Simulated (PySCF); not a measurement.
Compound: C₅H₉O₃ (doublet state).
Numbering: `[CH3:1][C:2](=[O:3])[O:4][C@H:5]([CH3:6])[CH:7][OH:8]` (hydrogens: H9, H10, H11 on C1; H12 on C5; H13, H14, H15 on C6; H16 on C7; H17 on O8)

Structure used (GFN2-xTB), in Å, numbered top down from 1:
```
atom  x, y, z in Å
C1     2.6445   -0.5320   -0.4871
C2     1.2156   -0.1367   -0.7487
O3     0.7499    0.0405   -1.8523
O4     0.5313   -0.0084    0.3718
C5    -0.8883    0.4603    0.2588
C6    -1.2720    0.9167    1.6551
C7    -1.7797   -0.5809   -0.2632
O8    -1.8115   -0.9181   -1.5752
H9     2.6666   -1.5717   -0.1672
H10    3.0576    0.0792    0.3104
H11    3.2263   -0.4212   -1.3969
H12   -0.8372    1.3078   -0.4415
H13   -2.2614    1.3638    1.6322
H14   -0.5564    1.6484    2.0195
H15   -1.2789    0.0672    2.3318
H16   -2.3342   -1.2371    0.3814
H17   -1.0792   -0.4659   -2.0387
```

The hyperfine couplings belong to this conformer and change with its torsions.

Theory: PySCF, UKS B3LYP, pcH-1 on C H O, non-relativistic, mean-field spin-orbit, GIAO. Isolated species at its GFN2-xTB geometry (one conformer only). GFN2-xTB frequencies show an imaginary mode (33i cm⁻¹), so this geometry is no minimum at that level. A GFN2-xTB geometry isn't a minimum of the functional, and hyperfine couplings can be far from their values at a DFT geometry. No stability test was run, so a lower SCF solution isn't excluded.

Question: Give the principal g shifts and their parts.

Answer: 
```tsv
Δg (ppm)	1	2	3
relativistic mass correction	-213	-213	-213
gauge correction	6	49	43
orbital Zeeman/spin–orbit	-33	787	2089
total	-241	622	1919
```

So g = 2.00208, 2.00294, 2.00424 and g_iso = 2.00309; the tensor is rhombic: the two nearest values differ by 40 % of g3 − g1. Axes: g2 points within 7° of the C7–O8 bond.

Question: What are the electron Larmor frequencies g μB B/h along the three axes at 1200 mT?

Answer: 33.6259, 33.6404, 33.6622 GHz for g1, g2 and g3, a range of 36.3 MHz.

Question: At 34.069 GHz, how far is the centre of the isotropic spectrum from where a free electron (g = 2.002319) resonates?

Answer: B = hν/(g μB) with μB/h = 13.99624 MHz/mT gives 1215.67 mT for the free electron and 1215.20 mT at g_iso, 0.47 mT lower.

Question: In a frozen sample, at which fields do the three g values resonate at 9.5, 34, 94 and 263 GHz (hyperfine left aside), and which band first spreads them over more than twice a line width of 1.0 mT?

Answer: 
```tsv
band	GHz	B(g3) mT	B(g2) mT	B(g1) mT	spread mT
X	9.5	338.66	338.88	339.02	0.37
Q	34.0	1212.04	1212.83	1213.35	1.31
W	94.0	3350.94	3353.11	3354.56	3.61
J	263.0	9375.51	9381.58	9385.62	10.11
```

The spread grows in proportion to the frequency. W band is the first where it exceeds 2.0 mT.

The largest Mulliken spin populations are on C7 (+0.81) and O8 (+0.16). The angles at C7 add up to 359.3°, so it is planar; its axial dipolar tensor and the negative coupling of its proton fit spin in a p orbital normal to that plane.

The HOMO–LUMO gaps are 4.66 eV among the α and 6.65 eV among the β orbitals.

Hardware: Arm Neoverse V2, one thread, shared host. Cost: 68 s (with the writing of density and orbital grids), 0.97 GiB resident at most.
